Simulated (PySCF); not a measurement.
CH3Te, doublet, geometry from GFN2-xTB (core potentials on Te). Base run: WB97X/def2-SVP (PySCF).

Input for PySCF:
```python
from pyscf import gto, scf, dft

mol = gto.M(
    atom='''
C    -1.821513   -0.031557   -0.001758
Te    0.336193    0.005824    0.000325
H    -2.170338   -0.807471   -0.668698
H    -2.181947   -0.230236    0.997814
H    -2.200660    0.924181   -0.335441
''',
    basis='def2-svp',
    ecp={'Te': 'def2-svp'},
    charge=0,
    spin=1,
    verbose=4,
)

mf = dft.UKS(mol)
mf.xc = 'wb97x'
mf.kernel()
```

Each row names what was changed in the base input (with any setting that the change needs).

```json
[
 {"change": "base", "ΔE vs base (mEh)": "0.000", "grid points": "65504", "electrons on the grid": "33.00000", "outcome": "converged"},
 {"change": "grids.atom_grid = (99, 590)", "ΔE vs base (mEh)": "0.148", "grid points": "159728", "electrons on the grid": "33.00000", "outcome": "converged"},
 {"change": "grids.prune = dft.gen_grid.treutler_prune", "ΔE vs base (mEh)": "-0.076", "grid points": "59168", "electrons on the grid": "33.00000", "outcome": "converged"},
 {"change": "grids.level = 1", "ΔE vs base (mEh)": "-0.475", "grid points": "20624", "electrons on the grid": "33.00004", "outcome": "converged"},
 {"change": "grids.level = 5", "ΔE vs base (mEh)": "0.062", "grid points": "160424", "electrons on the grid": "33.00000", "outcome": "converged"},
 {"change": "grids.atom_grid = (30, 110)", "ΔE vs base (mEh)": "13.637", "grid points": "12288", "electrons on the grid": "33.00037", "outcome": "converged"},
 {"change": "grids.level = 0", "ΔE vs base (mEh)": "17.577", "grid points": "5776", "electrons on the grid": "32.99854", "outcome": "converged"},
 {"change": "grids.level = 4", "ΔE vs base (mEh)": "0.051", "grid points": "107320", "electrons on the grid": "33.00000", "outcome": "converged"},
 {"change": "grids.prune = dft.gen_grid.sg1_prune", "ΔE vs base (mEh)": "-", "grid points": "-", "electrons on the grid": "-", "outcome": "input refused"},
 {"change": "small_rho_cutoff = 0", "ΔE vs base (mEh)": "0.000", "grid points": "65504", "electrons on the grid": "33.00000", "outcome": "converged"},
 {"change": "grids.level = 2", "ΔE vs base (mEh)": "-0.160", "grid points": "41368", "electrons on the grid": "33.00000", "outcome": "converged"}
]
```

Open shells are given as the SCF converged; they aren't shown to be the lowest states, and a large step between rows can be another state.

- grids.prune = dft.gen_grid.sg1_prune: ended with `IndexError: index 52 is out of bounds for axis 0 with size 19`
